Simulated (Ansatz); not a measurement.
Ansatz (a program for electronic structure) input (B3LYP-D3(BJ)/def2-TZVP):

Ansatz 0.2 input:
```yaml
crystal:
  periodic: [false, false, false]
  atoms:
    - {symbol: W, position_ang: [0.09259261, -0.02153678, -0.03216714]}
    - {symbol: O, position_ang: [1.64739445, -0.53377833, -0.37683199]}
    - {symbol: F, position_ang: [-0.77674210, -0.31353631, 1.58443930]}
    - {symbol: F, position_ang: [-0.99586243, 0.90819917, -1.21755780]}
basis:
  gaussian:
    orbitals: def2-TZVP
hamiltonian:
  xc: b3lyp
  dispersion: d3bj
magnetization: {spin_polarized: true, initial_magnetization: 2}
relax: {f_tol: 0.002, max_steps: 150}
```

End of the output:

```
reference -9313.73336725 eV, -342.2733881712 hartree; 21, 19 occupied and 112, 114 virtual orbitals, 856 factors
relax step   5: F+E_penalty+E_count = -9313.84034376 eV  Δ(F+E_penalty+E_count) = -2.410e-6 eV  max|allowed force component| = 1.777e-3 eV/Å  Δτ_max = 0.0010 Å  (40 SCF iters, accepted)
integrals: 0.04 GiB planned
856 factors; their error is unknown
mean field: 0.56 GiB planned
mean field evaluation 64: about -9313.7331 eV, gradient 4.6e-2 eV
mean field -9313.73314583 eV, -342.2733800343 hartree, gradient 2.5e-5 eV, S^2 2.010904; 1 other end points of the search recorded, 0 dependent functions left out
the calculation of the forces begins
reference -9313.73336725 eV, -342.2733881712 hartree; 21, 19 occupied and 112, 114 virtual orbitals, 856 factors
Total energy: -9313.84056518 eV, -342.2773276224 hartree
Atom 0 at     0.056987    -0.011012    -0.024712 Å, force    -0.001759    -0.001458    -0.000492 eV/Å
Atom 1 at     1.630913    -0.527845    -0.373070 Å, force     0.001777     0.000167    -0.000071 eV/Å
Atom 2 at    -0.744803    -0.354947     1.654990 Å, force     0.000017     0.000493     0.000634 eV/Å
Atom 3 at    -0.975714     0.933152    -1.299325 Å, force    -0.000035     0.000799    -0.000071 eV/Å
Dipole moment:    -0.113142     0.037639     0.025252 e Å
```

The spin state was set by rule; other spins were not relaxed.
